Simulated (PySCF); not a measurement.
The free ion Co3+ in its d6 configuration.

Method (PySCF 2.14, density fitting): CASSCF(6,5) with orbitals averaged over all microstates of the shell, strongly contracted NEVPT2 on the averaged canonical orbitals; basis x2c-TZVPall; spin-free X2C; gas phase; spin-orbit coupling by state interaction with the mean-field operator over all roots.

Q: What is the ground state?

A: 5D (S = 2, orbital degeneracy 5), by NEVPT2.

Q: Which is the lowest state of another spin?

A: 3H at 24732 cm⁻¹ by NEVPT2; CASSCF alone puts it at 25720 cm⁻¹ above the same ground state.

Q: What are the magnetic parameters?

A: The lowest spin-orbit level is 9-fold with J = 4; the next lies at 608.7 cm⁻¹. μeff is 6.70 μB at 300 K and 6.71 μB at 10 K; the free-ion value g_J√(J(J+1)) for the Hund's-rule level J = 4 is 6.71 μB.

The job took 12 s on one thread of Intel Xeon Platinum 8259CL @ 2.50GHz (shared host), with 48 basis functions, launched as `OMP_NUM_THREADS=1 python lf_run.py task.json out`.
